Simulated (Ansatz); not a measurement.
Cost and result for the atomization energy of BClH6OSi2 (`BO[SiH]([SiH3])Cl`) (11 atoms, 10 bonds).

```xyz
11

B     0.3848   -2.4069    0.3595
O    -0.2286   -1.2532    0.0128
Si    0.3850    0.1613   -0.5853
Si   -0.7552    1.9494    0.3941
Cl    0.0484    0.1955   -2.6116
H    -0.2964   -3.3032    0.7668
H     1.5796   -2.5028    0.2597
H     1.8566    0.1735   -0.3899
H    -0.5624    1.9212    1.8684
H    -2.2017    1.8446    0.0747
H    -0.2101    3.2205   -0.1492
```

Charge 0, multiplicity 1. Geometry: relaxed with PBE0-D4/def2-TZVP. It is one conformer, not always the lowest. Program: Ansatz. All runs use 4 threads of an Arm Neoverse V1 on a shared host. Times are those of one run each, without the atoms' runs, and a repeat can differ threefold. Electronic energies, without spin–orbit coupling; frozen cores. CCSD(T)/CBS adds CCSD(T) − MP2 in def2-TZVPP to the MP2 limit, and its time is that of the two runs behind it. T1 = 0.013. B3LYP takes the VWN-RPA correlation (the form of Gaussian; ORCA's B3LYP/G).

CCSD(T)/CBS is a level of theory with its own doubt, some kJ/mol a heavy atom from the limit and from the frozen cores, so smaller differences don't rank the functionals.

```tsv
level	functions	wall time
PBE-D4/def2-TZVPP (with forces)	272	3.1 s
PBE0-D4/def2-TZVPP	272	4.2 s
r2SCAN-D4/def2-TZVPP (with forces)	272	6.5 s
B3LYP-D4/def2-TZVPP (with forces)	272	7 s
B2PLYP/def2-TZVPP	272	7 s
ωB97X-V/def2-TZVPP	272	10 s
ωB97M-V/def2-TZVPP (with forces)	272	15 s
MP2/def2-QZVPP	504	28 s
CCSD(T)/def2-TZVPP	272	3.3 min
CCSD(T)/CBS(def2)	–	3.7 min
```

Question: What atomization energy does each give, and how far from CCSD(T)/CBS? (An estimate is asked.)

Answer: The calculation gave: 
| level | atomization (kJ/mol) | difference from CCSD(T)/CBS | per bond |
| --- | --- | --- | --- |
| PBE-D4/def2-TZVPP (with forces) | 3732.5 | -4.4 | -0.4 |
| PBE0-D4/def2-TZVPP | 3703.4 | -33.5 | -3.4 |
| r2SCAN-D4/def2-TZVPP (with forces) | 3748.6 | 11.7 | 1.2 |
| B3LYP-D4/def2-TZVPP (with forces) | 3729.0 | -7.9 | -0.8 |
| B2PLYP/def2-TZVPP | 3688.2 | -48.7 | -4.9 |
| ωB97X-V/def2-TZVPP | 3761.1 | 24.2 | 2.4 |
| ωB97M-V/def2-TZVPP (with forces) | 3747.5 | 10.6 | 1.1 |
| MP2/def2-QZVPP | 3742.4 | 5.5 | 0.6 |
| CCSD(T)/def2-TZVPP | 3636.8 | -100.1 | -10.0 |
| CCSD(T)/CBS(def2) | 3736.9 | 0.0 | 0.0 |

From PBE to PBE0 (25 % exact exchange), in def2-TZVPP and without D4, the atomization energy moves by −25.3 kJ/mol: exact exchange takes away binding that semilocal exchange gives to molecules. The D4 term adds +43.6 kJ/mol with B3LYP and +23.1 kJ/mol with PBE0; it sums over pairs of atoms, weighted by their polarisabilities, and B3LYP, whose exchange is more repulsive, gets the larger term. In def2-TZVPP, CCSD(T) changes the Hartree–Fock value by +769.4 kJ/mol (the triples alone add +42.9 kJ/mol) and MP2 by +814.9 kJ/mol; breaking electron pairs costs correlation energy, which Hartree–Fock lacks.
